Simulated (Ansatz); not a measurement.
# Molecular dynamics of CH3ClF2Ge

The input (input.yaml):

```yaml
crystal:
  periodic: [false, false, false]
  atoms:
    - { symbol: Ge, position_ang: [-0.036246, -0.085496, 0.033245] }
    - { symbol: Cl, position_ang: [0.356528, -0.112094, 2.127262] }
    - { symbol: F, position_ang: [1.36929, 0.237476, -0.853731] }
    - { symbol: F, position_ang: [-0.963027, 1.446819, -0.172363] }
    - { symbol: C, position_ang: [-0.876464, -1.658013, -0.680502] }
    - { symbol: H, position_ang: [-1.769658, -1.811697, -0.035921] }
    - { symbol: H, position_ang: [-1.119208, -1.478736, -1.696052] }
    - { symbol: H, position_ang: [-0.098972, -2.456142, -0.745543] }
basis:
  gaussian: { orbitals: def2-SVP }
hamiltonian:
  xc: r2scanh
md:
  timestep: 0.5
  n_steps: 150
  ensemble: nvt_langevin
  temperature: 300.0
  initial_velocities: maxwell_boltzmann
  seed: 710289
  friction: 0.05
```

Command:

```bash
$ ansatz run input.yaml --threads 4 --pin off --max-ram 5120MiB --backend cpu --events-out ev --progress --plain --runs-dir out
```

It goes on from the last frame of an earlier run, with new velocities.

Output, in part (one step line in 3, the closing report, with atoms numbered from 0):

```
md step     0: t =     0.00 fs  T =   262.5 K  F+E_penalty+E_count = -75543.44212838 eV  E_kin = 0.271446 eV  (27 SCF iters)
md step     3: t =     1.50 fs  T =   309.3 K  F+E_penalty+E_count = -75543.43927681 eV  E_kin = 0.319821 eV  (28 SCF iters)
md step     6: t =     3.00 fs  T =   402.5 K  F+E_penalty+E_count = -75543.41178389 eV  E_kin = 0.416181 eV  (28 SCF iters)
md step     9: t =     4.50 fs  T =   433.1 K  F+E_penalty+E_count = -75543.42123334 eV  E_kin = 0.447899 eV  (28 SCF iters)
md step    12: t =     6.00 fs  T =   356.4 K  F+E_penalty+E_count = -75543.43823751 eV  E_kin = 0.368558 eV  (28 SCF iters)
md step    15: t =     7.50 fs  T =   308.7 K  F+E_penalty+E_count = -75543.43922002 eV  E_kin = 0.319211 eV  (28 SCF iters)
md step    18: t =     9.00 fs  T =   317.9 K  F+E_penalty+E_count = -75543.41265648 eV  E_kin = 0.328784 eV  (27 SCF iters)
md step    21: t =    10.50 fs  T =   279.1 K  F+E_penalty+E_count = -75543.41281404 eV  E_kin = 0.288577 eV  (28 SCF iters)
md step    24: t =    12.00 fs  T =   354.2 K  F+E_penalty+E_count = -75543.46409319 eV  E_kin = 0.366246 eV  (29 SCF iters)
md step    27: t =    13.50 fs  T =   387.7 K  F+E_penalty+E_count = -75543.48536222 eV  E_kin = 0.400898 eV  (29 SCF iters)
md step    30: t =    15.00 fs  T =   311.3 K  F+E_penalty+E_count = -75543.47443772 eV  E_kin = 0.321860 eV  (28 SCF iters)
md step    33: t =    16.50 fs  T =   349.6 K  F+E_penalty+E_count = -75543.53358566 eV  E_kin = 0.361554 eV  (29 SCF iters)
md step    36: t =    18.00 fs  T =   414.0 K  F+E_penalty+E_count = -75543.55535307 eV  E_kin = 0.428066 eV  (28 SCF iters)
md step    39: t =    19.50 fs  T =   430.6 K  F+E_penalty+E_count = -75543.51390300 eV  E_kin = 0.445241 eV  (27 SCF iters)
md step    42: t =    21.00 fs  T =   354.0 K  F+E_penalty+E_count = -75543.47243720 eV  E_kin = 0.366046 eV  (27 SCF iters)
md step    45: t =    22.50 fs  T =   349.9 K  F+E_penalty+E_count = -75543.43954261 eV  E_kin = 0.361809 eV  (28 SCF iters)
md step    48: t =    24.00 fs  T =   314.7 K  F+E_penalty+E_count = -75543.40904818 eV  E_kin = 0.325397 eV  (28 SCF iters)
md step    51: t =    25.50 fs  T =   207.3 K  F+E_penalty+E_count = -75543.41351627 eV  E_kin = 0.214328 eV  (24 SCF iters)
md step    54: t =    27.00 fs  T =   237.8 K  F+E_penalty+E_count = -75543.45568489 eV  E_kin = 0.245917 eV  (28 SCF iters)
md step    57: t =    28.50 fs  T =   290.6 K  F+E_penalty+E_count = -75543.48624293 eV  E_kin = 0.300529 eV  (28 SCF iters)
md step    60: t =    30.00 fs  T =   321.5 K  F+E_penalty+E_count = -75543.49829391 eV  E_kin = 0.332424 eV  (28 SCF iters)
md step    63: t =    31.50 fs  T =   403.7 K  F+E_penalty+E_count = -75543.50656142 eV  E_kin = 0.417470 eV  (28 SCF iters)
md step    66: t =    33.00 fs  T =   287.5 K  F+E_penalty+E_count = -75543.47587680 eV  E_kin = 0.297321 eV  (28 SCF iters)
md step    69: t =    34.50 fs  T =   267.6 K  F+E_penalty+E_count = -75543.47191540 eV  E_kin = 0.276725 eV  (28 SCF iters)
md step    72: t =    36.00 fs  T =   319.7 K  F+E_penalty+E_count = -75543.48879222 eV  E_kin = 0.330582 eV  (26 SCF iters)
md step    75: t =    37.50 fs  T =   337.7 K  F+E_penalty+E_count = -75543.47724093 eV  E_kin = 0.349220 eV  (28 SCF iters)
md step    78: t =    39.00 fs  T =   325.9 K  F+E_penalty+E_count = -75543.48029889 eV  E_kin = 0.337040 eV  (28 SCF iters)
md step    81: t =    40.50 fs  T =   342.5 K  F+E_penalty+E_count = -75543.47075195 eV  E_kin = 0.354218 eV  (27 SCF iters)
md step    84: t =    42.00 fs  T =   316.2 K  F+E_penalty+E_count = -75543.43289535 eV  E_kin = 0.326968 eV  (28 SCF iters)
md step    87: t =    43.50 fs  T =   262.5 K  F+E_penalty+E_count = -75543.40522342 eV  E_kin = 0.271482 eV  (28 SCF iters)
md step    90: t =    45.00 fs  T =   193.8 K  F+E_penalty+E_count = -75543.38161847 eV  E_kin = 0.200447 eV  (28 SCF iters)
md step    93: t =    46.50 fs  T =   161.8 K  F+E_penalty+E_count = -75543.33820697 eV  E_kin = 0.167358 eV  (27 SCF iters)
md step    96: t =    48.00 fs  T =   100.4 K  F+E_penalty+E_count = -75543.32381279 eV  E_kin = 0.103801 eV  (25 SCF iters)
md step    99: t =    49.50 fs  T =   213.6 K  F+E_penalty+E_count = -75543.39600035 eV  E_kin = 0.220915 eV  (28 SCF iters)
md step   102: t =    51.00 fs  T =   319.3 K  F+E_penalty+E_count = -75543.40053749 eV  E_kin = 0.330184 eV  (28 SCF iters)
md step   105: t =    52.50 fs  T =   265.3 K  F+E_penalty+E_count = -75543.36683115 eV  E_kin = 0.274333 eV  (28 SCF iters)
md step   108: t =    54.00 fs  T =   333.6 K  F+E_penalty+E_count = -75543.44412498 eV  E_kin = 0.344966 eV  (28 SCF iters)
md step   111: t =    55.50 fs  T =   354.4 K  F+E_penalty+E_count = -75543.45508269 eV  E_kin = 0.366512 eV  (26 SCF iters)
md step   114: t =    57.00 fs  T =   273.3 K  F+E_penalty+E_count = -75543.40118057 eV  E_kin = 0.282583 eV  (27 SCF iters)
md step   117: t =    58.50 fs  T =   206.1 K  F+E_penalty+E_count = -75543.38173032 eV  E_kin = 0.213135 eV  (27 SCF iters)
md step   120: t =    60.00 fs  T =   235.4 K  F+E_penalty+E_count = -75543.39957702 eV  E_kin = 0.243441 eV  (27 SCF iters)
md step   123: t =    61.50 fs  T =   191.4 K  F+E_penalty+E_count = -75543.36646306 eV  E_kin = 0.197939 eV  (28 SCF iters)
md step   126: t =    63.00 fs  T =   196.9 K  F+E_penalty+E_count = -75543.30763787 eV  E_kin = 0.203610 eV  (24 SCF iters)
md step   129: t =    64.50 fs  T =   347.7 K  F+E_penalty+E_count = -75543.38941793 eV  E_kin = 0.359515 eV  (28 SCF iters)
md step   132: t =    66.00 fs  T =   313.5 K  F+E_penalty+E_count = -75543.39472124 eV  E_kin = 0.324167 eV  (28 SCF iters)
md step   135: t =    67.50 fs  T =   257.2 K  F+E_penalty+E_count = -75543.33605945 eV  E_kin = 0.265938 eV  (29 SCF iters)
md step   138: t =    69.00 fs  T =   230.3 K  F+E_penalty+E_count = -75543.33773408 eV  E_kin = 0.238176 eV  (24 SCF iters)
md step   141: t =    70.50 fs  T =   343.5 K  F+E_penalty+E_count = -75543.40863735 eV  E_kin = 0.355245 eV  (27 SCF iters)
md step   144: t =    72.00 fs  T =   403.0 K  F+E_penalty+E_count = -75543.42839100 eV  E_kin = 0.416693 eV  (29 SCF iters)
md step   147: t =    73.50 fs  T =   486.4 K  F+E_penalty+E_count = -75543.37538817 eV  E_kin = 0.502998 eV  (29 SCF iters)
md step   150: t =    75.00 fs  T =   413.8 K  F+E_penalty+E_count = -75543.33970744 eV  E_kin = 0.427884 eV  (28 SCF iters)
Total energy: -75543.33971477 eV, -2776.1665294029 hartree
Atom 0 at    -0.045729     0.011764     0.054752 Å, force     1.374976    -0.558154    -1.360700 eV/Å
Atom 1 at     0.386372     0.004747     2.124424 Å, force     0.016798     0.278243     0.152632 eV/Å
Atom 2 at     1.377661     0.173254    -0.950664 Å, force     0.068323     0.303298     0.746826 eV/Å
Atom 3 at    -0.871261     1.398371    -0.473035 Å, force    -0.628198     0.574577     0.250361 eV/Å
Atom 4 at    -0.594050    -1.668185    -0.626269 Å, force    -0.412391     1.269098    -1.263674 eV/Å
Atom 5 at    -1.664342    -1.752139    -0.632428 Å, force    -0.804951    -0.232478    -0.366818 eV/Å
Atom 6 at    -0.095601    -1.785532    -1.610555 Å, force    -0.498526     0.147125     0.341537 eV/Å
Atom 7 at    -0.210426    -2.368825     0.035584 Å, force     0.883970    -1.781708     1.499835 eV/Å
Dipole moment:    -0.323717    -0.537741     0.104824 e Å
```

The run went to its last step. A run of 0.075 ps of so small a system gives no equilibrium averages.

The same pairs are bonded in the first frame and the last. Pairs count as bonded within 1.25 times the sum of covalent radii (0.12 Å more for H–H).

Last frame:

```xyz
8
Properties=species:S:1:pos:R:3
Ge -0.046 0.012 0.055
Cl 0.386 0.005 2.124
F 1.378 0.173 -0.951
F -0.871 1.398 -0.473
C -0.594 -1.668 -0.626
H -1.664 -1.752 -0.632
H -0.096 -1.786 -1.611
H -0.210 -2.369 0.036
```

Time of the run: 6.5 min on 4 threads of Arm Neoverse V2 (shared host), peak memory 0.28 GiB.
